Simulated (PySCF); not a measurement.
How many f electrons in TbS?

Unrestricted PBE0; basis Tb x2c-SVPall, S x2c-SVPall; spin-free X2C with a Gaussian nucleus; PySCF 2.14. The search starts from ions with several 4f fillings and holds each by maximum overlap.

The lowest solution has 2Ms+1 = 8, about 8.1 4f electrons, near 2.29 Å.

The lowest solution of each spin and filling, followed along the bond (rough minima from three points):

```csv
2Ms+1,4f population,⟨S²⟩ at the start,R at minimum (Å),Te (eV)
8,8.09,15.77,2.29,0.00
6,8.13,9.72,2.28,0.25
```

Solutions at the starting distance of 2.300 Å, counted from the lowest; the search is not exhaustive:

```
2Ms+1  4f population  E (eV)   ⟨S²⟩  ⟨Lz²⟩  μ (D)
    8           8.09    0.00  15.77    4.0  -6.36
    8           8.10    0.08  15.78    8.3  -6.23
    6           8.13    0.25   9.72    4.0  -6.06
    6           8.14    0.33   9.71    8.1  -6.00
    8           8.05    0.39  15.77    0.2  -6.31
    6           8.06    0.61   9.75    0.3  -6.15
    8           8.06    1.32  15.77    8.0  -8.22
    6           8.88    1.44   8.92    9.0  -8.51
    6           8.77    1.55   9.01    9.8  -8.02
    6           8.79    1.60   8.99    8.6  -8.15
    6           8.07    1.76   9.76    8.0  -8.15
    8           8.09    1.83  15.78    5.0  -5.75
    8           9.01    3.24  15.76   10.0  -3.15
```

Partly filled real f orbitals mix terms, so no term symbols are given. A positive dipole means Tb(−)S(+).

Spin–orbit coupling is left out. Counting both spins, an empty level lies below a filled one in some of these solutions, because spin and occupation are held. The state is the lowest single determinant that the PBE0 search found; with open d or f shells the true ground state can be another one.
